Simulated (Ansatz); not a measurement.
`[SiH3]/C=C/[SiH3]` + `S[CH2][GeH3]` → `[SiH3]S[CH2][GeH3]` + `C=C[SiH3]` at 600 K and 1 bar (ligand exchange at the Si–C bond).

Gas-phase electronic energies from Ansatz, PBE0-D4/def2-TZVP geometries. CBS: MP2 limit from def2 TZ/QZ plus the TZ coupled-cluster correction, frozen cores. This one scheme is used for every species. For Ge outer-core shells are correlated without core-valence functions, which leaves a few kJ/mol of doubt a bond. Scalar relativity is left out up to krypton. Each species was taken in one conformer, which may not be the lowest.

```csv
species,CCSD(T)/CBS energy (Eh),H − E (kJ/mol),S (J/(mol·K))
`[SiH3]/C=C/[SiH3]`,-659.04033,281.3,438.6
`S[CH2][GeH3]`,-2515.53503,208.9,397.9
`[SiH3]S[CH2][GeH3]`,-2805.83640,274.2,489.6
`C=C[SiH3]`,-368.76077,221.4,355.7
```

H − E and S are ideal-gas, rigid-rotor, harmonic terms from PBE0-D4/def2-TZVP, for one conformer and one mirror image of each species. 1 Eh = 2625.50 kJ/mol, R = 8.31446 J/(mol·K).

By hand: ΔE, ΔH, ΔS and ΔG.

ΔE = (-2805.83640) + (-368.76077) − (-659.04033) − (-2515.53503) = -0.02181 Eh = -57.3 kJ/mol. Δ(H − E) = 274.2 + 221.4 − 281.3 − 208.9 = 5.4, so ΔH = -51.9 kJ/mol. ΔS = 489.6 + 355.7 − 438.6 − 397.9 = 8.8 J/(mol·K). ΔG = -51.9 − 600 × (8.8)/1000 = -57.2 kJ/mol.

By hand: the equilibrium constant, and the temperature at which ΔG would vanish if ΔH and ΔS stayed fixed.

log₁₀ K = −ΔG/(RT ln 10) = 5.0. ΔH and −TΔS have one sign here, so there is no such temperature.

The number of gas molecules stays the same, so ΔS is small and ΔH decides. A doubt of 5 kJ/mol in ΔE shifts log₁₀ K by 0.4 here. Other conformers and mirror images would add mixing entropy, several J/(mol·K) or more a flexible species. Modes under 60 cm⁻¹, often nearly free rotors, make the harmonic entropy too high. These are equilibria of isolated gas molecules and say nothing of rates. Largest T1 diagnostic: 0.012 (customary marks: 0.02 for closed shells, 0.045 for open ones).

ΔS is within the doubt of such terms, so its sign, and with it that verdict, could turn.
